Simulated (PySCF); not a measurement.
## MSe for M along the fourth-period p block

PBE with double-zeta basis sets in PySCF, for the lowest determinant that a PBE0 search found; no spin–orbit coupling. De refers to high-spin ground-configuration atoms. A positive dipole means M(−)Se(+).

| M | basis | state (unpaired electrons) | Re (Å) | ωe (cm⁻¹) | De (eV) | μ (D) |
| --- | --- | --- | --- | --- | --- | --- |
| Ge | cc-pVDZ-PP | singlet (closed shell) | 2.178 | 387 | 5.34 | -1.75 |
| As | cc-pVDZ-PP | doublet (π ↑) | 2.182 | 389 | 3.78 | -0.81 |
| Br | x2c-SVPall | doublet (π ↑) | 2.297 | 313 | 2.79 | 0.09 |

The shortest bond is that of GeSe (2.178 Å), the longest that of SeBr (2.297 Å). GeSe is bound most strongly (5.34 eV) and SeBr least (2.79 eV).

The rows differ in basis set, which adds steps of its own.

The state changes along the series, so neighbouring rows are not always alike in their bonding.

Spin–orbit coupling is left out. States were picked by a PBE0 search and need not be the measured ground states.
